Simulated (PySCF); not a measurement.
Computed shifts of a molecule C3H10ClNSi, PBE/pcSseg-1 in PySCF, GIAO, gas phase, atoms alike by connectivity averaged where their shifts nearly agree, in ppm (number of nuclei): ¹³C: 44.3 (1), 40.5 (1), 3.8 (1). ¹⁵N: 59.0 (1). ²⁹Si: 7.3 (1). ¹H: 5.59 (1), 2.95 (3), 2.79 (3), 0.74 (3). References: ¹³C against TMS (σ = 182.0 ppm); ¹⁵N against NH3 (σ = 267.0 ppm); ²⁹Si against TMS (σ = 335.4 ppm); ³⁵Cl against HCl (σ = 936.5 ppm); ¹H against TMS (σ = 31.49 ppm), references at their B3LYP-D3(BJ)/def2-TZVP geometries, non-relativistic (without spin–orbit terms, shifts of atoms bonded to Cl or Br come out too high). Coordinates come from a B3LYP-D3(BJ)/def2-SVP optimisation. Other conformers were not sampled.

**Question.** Which structure fits?
A) CC[Si@@H](Cl)NC
B) CN(C)[Si@@H](C)Cl
C) CNC[Si@H](C)Cl
D) C[C@@H](N)[Si@H](C)Cl

**Answer.** B, CN(C)[Si@@H](C)Cl
